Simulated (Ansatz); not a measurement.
Mulliken charges of CH4OSn (`[CH2]1[O][SnH2]1`) from ωB97M-V/def2-TZVPP in Ansatz (PBE0-D4/def2-TZVP geometry).

| atom | x (Å) | y (Å) | z (Å) | charge (e) |
| --- | --- | --- | --- | --- |
| C1 | -0.803 | -0.539 | -0.580 | -0.130 |
| O2 | -0.283 | -1.079 | 0.483 | -0.388 |
| Sn3 | 0.736 | 0.863 | 0.192 | 0.400 |
| H4 | -0.513 | -0.903 | -1.574 | 0.138 |
| H5 | -1.795 | -0.073 | -0.527 | 0.138 |
| H6 | 0.399 | 1.454 | 1.766 | -0.079 |
| H7 | 2.321 | 0.210 | 0.195 | -0.079 |

Task: By hand: the dipole of these point charges (1 e Å = 4.8032 D).

Result: Σ q r = (-0.025, 0.568, -0.480) e Å, of length 0.744 e Å = 3.57 D.

Task: How does the dipole of the full density compare? (Estimate.)

Result: The calculation gave: (-0.085, 0.306, -0.346) e Å, 2.26 D; the point charges give 1.58 times that, at 12° from its direction.

Point charges leave out the atoms' own dipoles, such as those of lone pairs, and Mulliken's split depends on the basis, so the two needn't agree.
